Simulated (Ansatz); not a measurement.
Born–Oppenheimer molecular dynamics of AlBClF₂H₃O (9 atoms, charge 0, multiplicity 1). It starts at the highest image of a converged band, a first-order saddle point between two minima.

Method: RKS PBE/cc-pVDZ (Ansatz 0.2.0).

| Quantity | Value |
| --- | --- |
| ensemble | NVE (velocity Verlet) |
| time step | 0.5 fs |
| steps asked | 200 |
| starting velocities drawn for | 300 K |
| seed | 10890 |

Frames 2.5 fs apart, positions in Å.

Velocities at 0 fs (Å/ps):

```
B -0.90 -6.22 3.02
Cl -0.82 -0.28 -1.48
F -0.23 -1.71 -3.22
F 0.34 3.63 3.36
O -1.46 3.53 2.77
Al 3.77 -2.86 -0.89
H -28.13 29.21 0.69
H -8.22 28.88 -14.12
H -4.94 2.73 10.20
```

```xyz
9
Properties=species:S:1:pos:R:3 time_fs=0 energy_less_start_eV=0.000 T=300
B -0.126 -0.229 0.076
Cl 0.424 -0.041 2.260
F 0.827 0.432 -0.606
F -1.415 0.168 -0.050
O 0.079 -1.677 0.277
Al -0.803 -3.081 -0.426
H -0.676 -4.394 0.460
H -1.517 -2.832 -1.823
H 0.381 -1.359 1.447
9
Properties=species:S:1:pos:R:3 time_fs=2.5 energy_less_start_eV=0.056 T=239
B -0.128 -0.244 0.083
Cl 0.422 -0.042 2.256
F 0.827 0.428 -0.614
F -1.414 0.177 -0.042
O 0.075 -1.669 0.284
Al -0.793 -3.087 -0.429
H -0.745 -4.328 0.466
H -1.534 -2.762 -1.853
H 0.369 -1.352 1.473
9
Properties=species:S:1:pos:R:3 time_fs=5 energy_less_start_eV=0.109 T=180
B -0.129 -0.255 0.088
Cl 0.420 -0.042 2.252
F 0.825 0.423 -0.621
F -1.412 0.185 -0.033
O 0.071 -1.663 0.290
Al -0.785 -3.092 -0.433
H -0.810 -4.302 0.497
H -1.535 -2.704 -1.856
H 0.360 -1.343 1.501
9
Properties=species:S:1:pos:R:3 time_fs=7.5 energy_less_start_eV=0.100 T=190
B -0.130 -0.261 0.088
Cl 0.418 -0.043 2.250
F 0.822 0.417 -0.627
F -1.411 0.194 -0.024
O 0.067 -1.660 0.296
Al -0.777 -3.093 -0.439
H -0.869 -4.320 0.551
H -1.513 -2.666 -1.827
H 0.354 -1.331 1.533
9
Properties=species:S:1:pos:R:3 time_fs=10 energy_less_start_eV=0.125 T=162
B -0.130 -0.261 0.084
Cl 0.416 -0.042 2.248
F 0.819 0.410 -0.632
F -1.408 0.202 -0.015
O 0.063 -1.663 0.301
Al -0.771 -3.092 -0.446
H -0.920 -4.351 0.603
H -1.475 -2.649 -1.782
H 0.353 -1.317 1.569
9
Properties=species:S:1:pos:R:3 time_fs=12.5 energy_less_start_eV=0.168 T=115
B -0.130 -0.257 0.076
Cl 0.415 -0.041 2.247
F 0.814 0.402 -0.636
F -1.405 0.209 -0.006
O 0.058 -1.669 0.305
Al -0.764 -3.091 -0.451
H -0.959 -4.361 0.622
H -1.438 -2.647 -1.757
H 0.355 -1.306 1.606
9
Properties=species:S:1:pos:R:3 time_fs=15 energy_less_start_eV=0.135 T=152
B -0.131 -0.253 0.064
Cl 0.414 -0.040 2.248
F 0.809 0.394 -0.639
F -1.402 0.216 0.003
O 0.052 -1.679 0.307
Al -0.759 -3.090 -0.452
H -0.981 -4.341 0.599
H -1.415 -2.652 -1.779
H 0.361 -1.301 1.639
9
Properties=species:S:1:pos:R:3 time_fs=17.5 energy_less_start_eV=0.085 T=206
B -0.134 -0.252 0.051
Cl 0.413 -0.036 2.250
F 0.805 0.386 -0.642
F -1.399 0.223 0.013
O 0.046 -1.689 0.307
Al -0.753 -3.088 -0.451
H -0.987 -4.301 0.543
H -1.404 -2.667 -1.843
H 0.367 -1.303 1.665
9
Properties=species:S:1:pos:R:3 time_fs=20 energy_less_start_eV=0.103 T=187
B -0.139 -0.259 0.038
Cl 0.413 -0.033 2.254
F 0.803 0.379 -0.646
F -1.396 0.230 0.022
O 0.040 -1.697 0.306
Al -0.749 -3.086 -0.450
H -0.983 -4.273 0.482
H -1.389 -2.699 -1.916
H 0.372 -1.305 1.685
9
Properties=species:S:1:pos:R:3 time_fs=22.5 energy_less_start_eV=0.080 T=212
B -0.146 -0.273 0.027
Cl 0.414 -0.028 2.260
F 0.802 0.374 -0.651
F -1.393 0.236 0.030
O 0.033 -1.704 0.303
Al -0.746 -3.080 -0.451
H -0.975 -4.293 0.447
H -1.355 -2.752 -1.965
H 0.377 -1.299 1.700
9
Properties=species:S:1:pos:R:3 time_fs=25 energy_less_start_eV=-0.008 T=309
B -0.153 -0.293 0.016
Cl 0.414 -0.023 2.267
F 0.803 0.369 -0.657
F -1.391 0.243 0.039
O 0.027 -1.706 0.299
Al -0.744 -3.074 -0.455
H -0.965 -4.359 0.439
H -1.302 -2.823 -1.978
H 0.381 -1.278 1.718
9
Properties=species:S:1:pos:R:3 time_fs=27.5 energy_less_start_eV=-0.035 T=338
B -0.160 -0.317 0.005
Cl 0.416 -0.017 2.275
F 0.804 0.363 -0.663
F -1.390 0.248 0.047
O 0.021 -1.705 0.293
Al -0.745 -3.068 -0.461
H -0.946 -4.434 0.439
H -1.234 -2.901 -1.964
H 0.387 -1.250 1.742
```

Of the whole run (100 fs, mean temperature of the second half 687 K): The conserved energy stayed within 0.07 meV per atom of its start (net change 0.057 meV per atom), so the integration is sound. The kinetic energy rose, since the run started high on the potential surface and went downhill. It ends in pieces (AlBF2H2O + ClH), so much of that is their flight and rotation, not heat. A run of 0.1 ps of so small a system gives no equilibrium averages. The orbitals stay closed-shell, which can raise the energy where a bond breaks towards radicals; this wasn't checked here.

Time of the run: 6 min on 2 threads of Intel(R) Xeon(R) CPU @ 2.60GHz (Ice Lake) (shared host), peak memory 0.18 GiB.
